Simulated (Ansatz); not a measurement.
Z-matrix (Å, degrees):
```
C
Ga 1 1.962
H 1 1.091 2 111.5
H 1 1.091 2 111.1 3 121.8
H 1 1.094 2 109.6 3 -118.9
C 2 1.984 1 118.1 3 -141.8
Br 2 2.833 1 108.9 3 -94.1
H 2 1.567 1 125.5 3 35.3
H 6 1.087 2 119.3 1 -19.9
H 6 1.086 2 119.5 1 -162.4
```

Charge 0, multiplicity 1.

(1) List the B3LYP/def2-TZVPP orbital energies in eV (the Gaussian-basis code of Ansatz). (Estimate.)

Answers

(1) Computed: Occupied: -13139.34, -10137.42, -1700.97, -1532.69, -1532.61, -1532.60, -1249.20, -1106.46, -1106.34, -1106.32, -277.87, -276.34, -236.74, -177.66, -177.40, -177.37, -149.24, -102.72, -102.41, -102.38, -71.94, -71.87, -71.84, -71.63, -71.63, -22.61, -22.52, -22.36, -22.32, -22.25, -21.80, -18.56, -17.76, -12.24, -12.08, -10.95, -10.89, -10.47, -8.86, -8.01, -7.84, -7.27. Lowest empty: -1.23, -0.34, 0.61, 1.17, 1.85, 2.29, 2.86, 2.91.

B3LYP here is the variant with VWN-RPA as its local correlation; programs differ in this.
